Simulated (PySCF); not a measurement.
# Sb(OH)₃ at several levels of theory

All levels use the PBE0 minimum (singlet; O–H 0.968 Å (×3), Sb–O 1.985 Å (×3); H–O–Sb 108.6° (×3), O–Sb–O 94.9° (×3)), basis [Sb def2-SVP with ECP28, O def2-SVP, H def2-SVP], scalar-relativistic core potentials, density fitting, no spin–orbit coupling, PySCF. For vertical energies the ionised species is a doublet (spins chosen at PBE0 and kept). Atomisation goes to high-spin ground-configuration atoms, without zero-point energy. Open shells are unrestricted, also as the reference of the correlated levels. A dash marks a value that was not computed or is not defined at that level.

```json
{"level": "PBE0", "atomisation (kJ/mol)": "2235", "vertical IP (eV)": "10.05", "−ε(HOMO) (eV)": "7.80", "gap (eV)": "7.31", "dipole (D)": "0.38"}
{"level": "HF", "atomisation (kJ/mol)": "1308", "vertical IP (eV)": "10.01", "−ε(HOMO) (eV)": "10.96", "gap (eV)": "13.56", "dipole (D)": "0.13"}
{"level": "MP2", "atomisation (kJ/mol)": "–", "vertical IP (eV)": "10.22", "−ε(HOMO) (eV)": "–", "gap (eV)": "–", "dipole (D)": "–"}
{"level": "PBE", "atomisation (kJ/mol)": "?", "vertical IP (eV)": "?", "−ε(HOMO) (eV)": "?", "gap (eV)": "?", "dipole (D)": "?"}
{"level": "B3LYP", "atomisation (kJ/mol)": "2268", "vertical IP (eV)": "9.99", "−ε(HOMO) (eV)": "7.53", "gap (eV)": "6.82", "dipole (D)": "0.32"}
{"level": "r2SCAN", "atomisation (kJ/mol)": "–", "vertical IP (eV)": "9.82", "−ε(HOMO) (eV)": "6.70", "gap (eV)": "5.62", "dipole (D)": "0.49"}
{"level": "TPSSh", "atomisation (kJ/mol)": "?", "vertical IP (eV)": "?", "−ε(HOMO) (eV)": "?", "gap (eV)": "?", "dipole (D)": "?"}
{"level": "r2SCAN0", "atomisation (kJ/mol)": "–", "vertical IP (eV)": "10.21", "−ε(HOMO) (eV)": "8.07", "gap (eV)": "7.69", "dipole (D)": "0.36"}
{"level": "M06", "atomisation (kJ/mol)": "–", "vertical IP (eV)": "10.12", "−ε(HOMO) (eV)": "7.79", "gap (eV)": "7.24", "dipole (D)": "0.03"}
```

(1) Fill in the row of TPSSh.

(2) Fill in the row of PBE.

## Answers

(1) atomisation (kJ/mol) 2236, vertical IP (eV) 9.79, −ε(HOMO) (eV) 7.01, gap (eV) 6.13, dipole (D) 0.45.

(2) atomisation (kJ/mol) 2370, vertical IP (eV) 9.55, −ε(HOMO) (eV) 6.29, gap (eV) 5.05, dipole (D) 0.53.
